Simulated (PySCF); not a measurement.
PySCF input (CCSD(T)/cc-pVDZ):

```python
from pyscf import gto, scf, mp, cc as ccmod

mol = gto.M(
    atom='''
    Si   -0.18460834   -0.02616947   -0.03116965
    F    -0.22309902   -1.07184191   -1.17353988
    F    -0.72073411   -0.54093467    1.32806104
    F    -0.69601402    1.38031729   -0.43139632
    N     1.62224615    0.22996423    0.27390337
    H     2.09039374   -0.64005237    0.55167141
    H     2.10604464    0.57633926   -0.56228410
    H     1.79097968    0.91246963    1.02154066
    ''',
    basis='cc-pvdz',
    charge=1,
    spin=0,
    verbose=4,
)

mf = scf.RHF(mol)
mf.conv_tol = 1e-10
mf.max_cycle = 100
mf.kernel()
mp2 = mp.MP2(mf, frozen=9).run()
cc = ccmod.CCSD(mf, frozen=9)
cc.max_cycle = 100
cc.kernel()
et = cc.ccsd_t()
print(f'E(CCSD(T)) = {cc.e_tot + et:.9f}')
```

Output:

```
PySCF version 2.14.0

[INPUT] verbose = 4
[INPUT] num. atoms = 8
[INPUT] num. electrons = 50
[INPUT] charge = 1
[INPUT] spin (= nelec alpha-beta = 2S) = 0
[INPUT] symmetry False subgroup None
[INPUT] Mole.unit = angstrom
[INPUT] Symbol           X                Y                Z      unit          X                Y                Z       unit  Magmom
[INPUT]  1 Si    -0.184608340000  -0.026169470000  -0.031169650000 AA   -0.348859202911  -0.049453131125  -0.058902101899 Bohr   0.0
[INPUT]  2 F     -0.223099020000  -1.071841910000  -1.173539880000 AA   -0.421596046459  -2.025487658731  -2.217668969455 Bohr   0.0
[INPUT]  3 F     -0.720734110000  -0.540934670000   1.328061040000 AA   -1.361990076532  -1.022218377582   2.509671642305 Bohr   0.0
[INPUT]  4 F     -0.696014020000   1.380317290000  -0.431396320000 AA   -1.315275876658   2.608421643102  -0.815220895945 Bohr   0.0
[INPUT]  5 N      1.622246150000   0.229964230000   0.273903370000 AA    3.065600930130   0.434569413146   0.517602353895 Bohr   0.0
[INPUT]  6 H      2.090393740000  -0.640052370000   0.551671410000 AA    3.950271661105  -1.209523684679   1.042507875653 Bohr   0.0
[INPUT]  7 H      2.106044640000   0.576339260000  -0.562284100000 AA    3.979847575708   1.089123356234  -1.062562953198 Bohr   0.0
[INPUT]  8 H      1.790979680000   0.912469630000   1.021540660000 AA    3.384461089861   1.724317697683   1.930432072507 Bohr   0.0

nuclear repulsion = 278.523034619113
number of shells = 34
number of NR pGTOs = 166
number of NR cGTOs = 89
basis = cc-pvdz
ecp = {}

******** <class 'pyscf.scf.hf.RHF'> ********
method = RHF
initial guess = minao
damping factor = 0
level_shift factor = 0
DIIS = <class 'pyscf.scf.diis.CDIIS'>
diis_start_cycle = 1
diis_space = 8
diis_damp = 0
SCF conv_tol = 1e-10
SCF conv_tol_grad = None
SCF max_cycles = 100
direct_scf = True
direct_scf_tol = 1e-13
Set gradient conv threshold to 1e-05
Initial guess from minao.
init E= -644.20542271297
  HOMO = -0.492730879687105  LUMO = 0.0332304617399961  gap/eV = 14.31214
cycle= 1 E= -643.255831868239  delta_E= 0.95  |g|= 0.813  |ddm|= 2.31
  HOMO = -0.810681450033023  LUMO = -0.128395714410751  gap/eV = 18.56594
cycle= 2 E= -643.364519183961  delta_E= -0.109  |g|= 0.465  |ddm|= 0.933
  HOMO = -0.86389618649306  LUMO = -0.0935014346656997  gap/eV = 20.96351
cycle= 3 E= -643.399263671165  delta_E= -0.0347  |g|= 0.0518  |ddm|= 0.253
  HOMO = -0.854063310765004  LUMO = -0.0841783836936685  gap/eV = 20.94964
cycle= 4 E= -643.399961902639  delta_E= -0.000698  |g|= 0.00991  |ddm|= 0.0503
  HOMO = -0.856369355415412  LUMO = -0.0839893564630669  gap/eV = 21.01753
cycle= 5 E= -643.399994795132  delta_E= -3.29e-05  |g|= 0.00271  |ddm|= 0.0121
  HOMO = -0.855939666859057  LUMO = -0.0837733741851645  gap/eV = 21.01172
cycle= 6 E= -643.399997442728  delta_E= -2.65e-06  |g|= 0.00101  |ddm|= 0.00288
  HOMO = -0.8561657382088  LUMO = -0.0838394514040175  gap/eV = 21.01607
cycle= 7 E= -643.399997831579  delta_E= -3.89e-07  |g|= 0.000208  |ddm|= 0.00123
  HOMO = -0.856162000307316  LUMO = -0.0838132676709566  gap/eV = 21.01668
cycle= 8 E= -643.399997855313  delta_E= -2.37e-08  |g|= 4.15e-05  |ddm|= 0.000349
  HOMO = -0.856155369755769  LUMO = -0.0838105423723405  gap/eV = 21.01657
cycle= 9 E= -643.399997856231  delta_E= -9.18e-10  |g|= 7.27e-06  |ddm|= 6.92e-05
  HOMO = -0.856155139421826  LUMO = -0.0838100483523556  gap/eV = 21.01658
cycle= 10 E= -643.39999785625  delta_E= -1.93e-11  |g|= 1.06e-06  |ddm|= 1.32e-05
  HOMO = -0.856155106605232  LUMO = -0.0838100959945161  gap/eV = 21.01658
Extra cycle  E= -643.399997856253  delta_E= -3.18e-12  |g|= 3.36e-07  |ddm|= 1.38e-06
converged SCF energy = -643.399997856253

******** <class 'pyscf.mp.mp2.RMP2'> ********
nocc = 16, nmo = 80
frozen orbitals 9
E(RMP2) = -644.224717391816  E_corr = -0.824719535562842
E(SCS-RMP2) = -644.198442288034  E_corr = -0.798444431780208
E_corr(same-spin) = -0.220637320263696
E_corr(oppo-spin) = -0.604082215299146

******** <class 'pyscf.cc.ccsd.CCSD'> ********
CC2 = 0
CCSD nocc = 16, nmo = 80
frozen orbitals 9
max_cycle = 100
direct = 0
conv_tol = 1e-07
conv_tol_normt = 1e-05
diis_space = 6
diis_start_cycle = 0
diis_start_energy_diff = 1e+09
Init t2, MP2 energy = -644.224717387444  E_corr(MP2) -0.824719531190762
Init E_corr(CCSD) = -0.824719531190806
cycle = 1  E_corr(CCSD) = -0.822929976577727  dE = 0.00178955461  norm(t1,t2) = 0.0649398
cycle = 2  E_corr(CCSD) = -0.840060438671765  dE = -0.0171304621  norm(t1,t2) = 0.0186695
cycle = 3  E_corr(CCSD) = -0.840290453118077  dE = -0.000230014446  norm(t1,t2) = 0.0101923
cycle = 4  E_corr(CCSD) = -0.842759995792448  dE = -0.00246954267  norm(t1,t2) = 0.00360491
cycle = 5  E_corr(CCSD) = -0.842731547130669  dE = 2.84486618e-05  norm(t1,t2) = 0.000549935
cycle = 6  E_corr(CCSD) = -0.842670481339191  dE = 6.10657915e-05  norm(t1,t2) = 0.000191348
cycle = 7  E_corr(CCSD) = -0.842666930102973  dE = 3.55123622e-06  norm(t1,t2) = 4.41792e-05
cycle = 8  E_corr(CCSD) = -0.842668421623044  dE = -1.49152007e-06  norm(t1,t2) = 1.56179e-05
cycle = 9  E_corr(CCSD) = -0.842669251850037  dE = -8.30226993e-07  norm(t1,t2) = 5.79993e-06
cycle = 10  E_corr(CCSD) = -0.842669163129332  dE = 8.87207053e-08  norm(t1,t2) = 1.47435e-06
CCSD converged
E(CCSD) = -644.2426670193827  E_corr = -0.8426691631293316
CCSD(T) correction = -0.0150265570777796
E(CCSD(T)) = -644.257693576
```

It need not be the lowest isomer of its formula.
